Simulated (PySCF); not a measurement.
# CaF and its ions

PBE0; PySCF, no relativity, basis sets Ca aug-pcseg-1, F aug-pcseg-1. Neutral (UKS): doublet (σ ↑), Re = 1.960 Å, ωe = 601 cm⁻¹, De = 5.78 eV, HOMO -4.21 eV, LUMO -1.88 eV.

CaF⁺ (UKS): singlet (closed shell), Re = 1.882 Å, ωe = 704 cm⁻¹, De = 5.97 eV to Ca⁺ + F. The energies at the minima are -777.12262 hartree for CaF and -776.90945 for CaF⁺.

Work out the adiabatic ionisation energy, without and with harmonic zero-point energies (1 hartree = 27.2114 eV, 1 eV = 8065.5 cm⁻¹), and the change of the bond length.

At PBE0: 0.21317 hartree = 5.801 eV between the minima; the zero-point term (704.0 − 601.0)/2 cm⁻¹ = +0.006 eV makes it 5.807 eV. Re changes by -7.8 pm against the neutral. The electron leaves a σ orbital, and the shorter bond of the ion fits an antibonding orbital, or a change in how ionic the bond is.

CaF⁻ (UKS): singlet (closed shell), Re = 2.013 Å, ωe = 527 cm⁻¹, De = 3.34 eV to Ca + F⁻. The energies at the minima are -777.12262 hartree for CaF and -777.15659 for CaF⁻.

Work out the adiabatic electron affinity, without and with harmonic zero-point energies (1 hartree = 27.2114 eV, 1 eV = 8065.5 cm⁻¹), and the change of the bond length.

At PBE0: 0.03397 hartree = 0.924 eV between the minima; the zero-point term (601.0 − 527.0)/2 cm⁻¹ = +0.005 eV makes it 0.929 eV. Re changes by +5.3 pm against the neutral. The electron enters a σ orbital, and the longer bond of the ion fits an antibonding orbital, or a change in how ionic the bond is.

For an ion De counts to the pair picked by the measured ionisation energies or electron affinities, which need not be the lowest pair at this level. The highest Kohn–Sham level is positive in this anion. Much of that is self-interaction error, but it also means that the finite basis helps to hold the extra electron. States were picked by a PBE0 search and need not be the measured ground states.
